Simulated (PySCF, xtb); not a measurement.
FISe. Atoms are numbered in the order given.

```xyz
3

Se     0.4126    -1.3048     0.0000
F     -1.2428    -1.9331     0.0000
I     -0.0537     1.1653     0.0000
```
Charge 0, spin multiplicity 1.

Coordinates come from a B3LYP-D3(BJ)/def2-TZVP optimisation. The def2 effective core potentials stand for the cores of I; spin–orbit coupling is left out.

Level of theory: PySCF 2.14.0 with IEF-PCM-M06-2X/def2-SVP.

The values are the electrostatic part of the solvation free energy, E(continuum) − E(gas) at the gas-phase geometry, in a cavity of scaled van der Waals radii (PySCF's table); cavitation and dispersion terms are not included. In vacuum the orbital gap is 5.83 eV. The dipole moment in vacuum is 1.72 D.

Computed values in water (ε = 78.36), ethylethanoate (ε = 5.99), cyclohexanone (ε = 15.62):
| solvent | ε | ΔG(elec) (kcal/mol) | dipole (D) | gap (eV) |
|---|---|---|---|---|
| water | 78.36 | -2.9 | 2.17 | 5.94 |
| ethylethanoate | 5.99 | -2.2 | 2.06 | 5.91 |
| cyclohexanone | 15.62 | -2.7 | 2.13 | 5.93 |

For comparison, GFN2-xTB/ALPB(water) (xtb, at the GFN2-xTB geometry, all terms of that model) gives -1.1 kcal/mol.
